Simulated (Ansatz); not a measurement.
Problem. Predict a relaxed structure of KF2⁻, charge -1, singlet, at PBE-D4/def2-TZVPD (Ansatz).

Solution. 
```xyz
3

K    -0.002   -0.002   -0.002
F    -1.467   -0.689    1.773
F     1.469    0.691   -1.771
```
Point group D∞h (tolerance 0.1 Å). This is one stationary point.

The structure comes from a short search, and lower isomers may exist.
